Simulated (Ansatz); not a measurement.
Ansatz (a program for electronic structure) input file for B(Cl)(OMe)(NH2) (CH5BClNO), SMILES ClB(N)OC, PBE0/def2-SVPD. Geometry optimised at B3LYP-D3(BJ)/def2-SVP. This is a generated structure with no PubChem entry under its InChIKey; it may be hypothetical. Other conformers were not sampled.

Ansatz 0.2 input:
```yaml
crystal:
  periodic: [false, false, false]
  atoms:
    - {symbol: B, position_ang: [0.19191677, 0.07205647, -0.00000000]}
    - {symbol: Cl, position_ang: [-0.38556773, 1.76621830, 0.00000000]}
    - {symbol: O, position_ang: [-0.76085205, -0.89555678, -0.00000000]}
    - {symbol: C, position_ang: [-0.42458414, -2.26273028, -0.00000000]}
    - {symbol: H, position_ang: [0.15931596, -2.54062139, 0.89701114]}
    - {symbol: H, position_ang: [-1.35409962, -2.85014314, -0.00000000]}
    - {symbol: H, position_ang: [0.15931596, -2.54062140, -0.89701113]}
    - {symbol: N, position_ang: [1.57567190, -0.17144983, -0.00000000]}
    - {symbol: H, position_ang: [2.24932816, 0.58271039, -0.00000000]}
    - {symbol: H, position_ang: [1.98582502, -1.09633314, -0.00000000]}
basis:
  gaussian:
    orbitals: def2-SVPD
hamiltonian:
  xc: {name: PBE0}
```

It prints:

```
WARN ansatz: RAYON_NUM_THREADS=1 ignored (pool sized by the plan → 1); use --threads N
Functional definition: PBE0
integrals: 0.08 GiB planned
1294 factors; their error is unknown
mean field: 0.69 GiB planned
mean field evaluation 1: about -17833.4921 eV, gradient 6.0e1 eV
mean field evaluation 2: about -17827.2520 eV, gradient 8.1e1 eV
mean field evaluation 4: about -17840.5600 eV, gradient 3.6e0 eV
mean field evaluation 8: about -17840.5808 eV, gradient 4.8e-2 eV
mean field evaluation 16: about -17840.6502 eV, gradient 8.6e-5 eV
mean field -17840.65015112 eV, -655.6318002267 hartree, gradient 8.6e-5 eV, S^2 0.000000; 0 other end points of the search recorded, 0 dependent functions left out
reference -17840.65018585 eV, -655.6318015029 hartree; 24, 24 occupied and 126, 126 virtual orbitals, 1294 factors
Total energy: -17840.65018585 eV, -655.6318015029 hartree
```

The run converged.
